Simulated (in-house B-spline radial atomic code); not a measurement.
**RPA and G0W0 on PBE: Ag19+**

Configuration [Ar] 3d10, mean-field start PBE. Computed with a B-spline radial code for spherical atoms: all electrons, non-relativistic, point nucleus, each spin shell either full or empty, empty states to l = 9 with an (l + 1/2)⁻⁴ tail; G0W0 by contour deformation at full frequency.

Without relativity these are model numbers: it shifts the levels of so heavy an element strongly and can reorder them.

Command:
```bash
python run_gw.py task.json out
```
Settings (radii: box in bohr, nucleus in fm):
```
Z                        47
electrons                28
configuration            [Ar] 3d10
hamiltonian              nr
method                   pbe,pbe
lmax                     9
spin_polarised           False
box_radius               4.23
intervals                48
```

Time taken, with all properties: 1 s on 1 thread of Arm Neoverse V2, with other jobs on the host.

Energies (hartree):

```csv
term,value
mean-field total,-5053.39816
Hartree-Fock functional on these orbitals,-5052.68918
direct second order,-2.2947
second-order exchange,0.66041
SOSEX correction,0.63609
```

**Question.** What is the RPA correlation energy, and what remains with SOSEX?

**Answer.** RPA gives -2.1429 hartree (-2.08 eV per electron); RPA + SOSEX gives -1.5068, and the second-order doubles -1.6343 hartree (no singles). SOSEX takes back 30 % of the RPA value.

Quasi-particle levels (eV):

```tsv
level	occupied	mean field	Σx - vxc	Σc	QP weight	G0W0
3d	yes	-859.10	-35.96	?	?	?
3p	yes	-1039.09	-49.52	5.92	0.985	-1082.69
3s	yes	-1137.22	-58.18	7.56	0.972	-1187.84
2p	yes	-3811.33	-114.67	25.54	0.921	-3900.46
4s	no	-504.91	16.99	-1.63	0.998	-489.55
```

G0W0 = mean field + (Σx - vxc) + Σc, with Σc (partial-wave tail included) taken at the quasi-particle energy. Only the outer levels were computed.

**Question.** Where does G0W0 put 3d?

**Answer.** At -892.66 eV, with Σc = 2.39 eV and a quasi-particle weight of 0.989. The tabulated removal energy is 885 ± 4 eV (NIST, tabulated theory); the calculation leaves out relativity, Breit and QED terms, and what these don't explain is the method's own error.
